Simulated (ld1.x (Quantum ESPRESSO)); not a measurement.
## chromium (Cr): variants of one PAW potential

Base potential:

* Element: Cr (Z = 24)
* Generator: ld1.x (Quantum ESPRESSO) 7.5
* Type: PAW
* Functional: PBE
* Relativity: scalar-relativistic
* Frozen core: [Ar]
* Valence charge: 6
* Reference configuration: 3d4 4s2 4p0
* Partial waves: 4s (bound): rcut 2.50, rcutus 3.20 bohr; 4s channel at 0.75 Ry: rcut 2.50, rcutus 3.20 bohr; 4p (bound, empty): rcut 3.00, rcutus 3.70 bohr; 4p channel at 1.8 Ry: rcut 3.00, rcutus 3.70 bohr; 3d (bound): rcut 1.35, rcutus 1.45 bohr; 3d channel at 2.35 Ry: rcut 1.35, rcutus 1.45 bohr
* Local potential: all-electron potential smoothed inside 2.15 bohr (lloc = -1)
* Core correction: Bessel-smoothed model core inside 1.25 bohr
* Augmentation charge: PSQ, inside the norm-conserving radii

Cutoffs, loose and tight: the cutoffs (Ry, on a coarse ladder) from which the occupation-weighted sum of valence levels, in a spherical-Bessel basis at the reference potential, stays within 10 and 1 mRy of its value at 400 Ry. They do not see the model core or the augmentation charge, which bear on the density cutoff. Test errors are all-electron minus pseudo excitation energies from the reference, over the configurations 3d5 4s1 4p0; 3d5 4s0 4p0; 3d4 4s0 4p0; 3d5.5 4s0.5 4p0; 3d2 4s0 4p0; 3d3 4s0 4p0; 3d6 4s0 4p0. A dash means not determined; rows that change the core or the reference have their own tests. The largest error is taken over the tests solved by every variant that gives reliable tests at all: 3d4 4s0 4p0; 3d5 4s0 4p0; 3d5 4s1 4p0.

Cutoffs are not given where the Bessel-basis levels miss the radial ones by over 6 mRy, ghosts where they miss by over 20 mRy; a channel whose overlap is not positive is not tested.

```csv
change,outcome,"cutoff, loose","cutoff, tight",bound ghosts,largest test error (meV)
base,generated,50 Ry,80 Ry,none,-128
"waves 4p (bound): rcut 3.00, rcutus 3.30 bohr; 4p channel at 1.8 Ry: rcut 3.00, rcutus 3.30 bohr",generated,50 Ry,80 Ry,none,-128
"wave 4s channel at 0.75 Ry: rcut 2.50, rcutus 3.20 bohr becomes 4s channel at -0.1 Ry: rcut 2.50, rcutus 3.20 bohr",generated,50 Ry,80 Ry,none,-128
core correction Bessel-smoothed model core inside 1.54 bohr,generated,50 Ry,80 Ry,none,-128
"waves 4s (bound): rcut 2.50, rcutus 3.38 bohr; 4s channel at 0.75 Ry: rcut 2.50, rcutus 3.38 bohr",generated,50 Ry,80 Ry,none,-128
reference 3d6 4s0 4p0,generated,50 Ry,80 Ry,none,-3954
local potential all-electron potential smoothed inside 3.25 bohr (lloc = -1),generated,50 Ry,80 Ry,none,-130
"all radii but the core radius scaled by about 1.32 (s 4.22, p 4.88, d 1.92 bohr, rcut 3.30/3.96/1.78); local potential all-electron potential smoothed inside 2.84 bohr (lloc = -1)",generated,30 Ry,45 Ry,none,-133
local potential all-electron potential smoothed inside 3.30 bohr (lloc = -1),generated,50 Ry,80 Ry,none,-130
functional PBEsol,generated,50 Ry,80 Ry,none,-132
```

What comes out with this change to the base: waves 3d (bound): rcut 1.35, rcutus 2.08 bohr; 3d channel at 2.35 Ry: rcut 1.35, rcutus 2.08 bohr?

outcome: generated; cutoff, loose: 25 Ry; cutoff, tight: 35 Ry; bound ghosts: none; largest test error (meV): -130.

What comes out with this change to the base: augmentation BESSEL, radius 1.15 bohr?

outcome: generated; cutoff, loose: 50 Ry; cutoff, tight: 80 Ry; bound ghosts: none; largest test error (meV): -54.

What comes out with this change to the base: type ultrasoft; local potential all-electron potential smoothed inside 3.55 bohr (lloc = -1); augmentation built from norm-conserving waves at rcut, not smoothed further?

outcome: generated; bound ghosts: not determined; largest test error (meV): test run stopped at test 1 of 7 (negative rho).
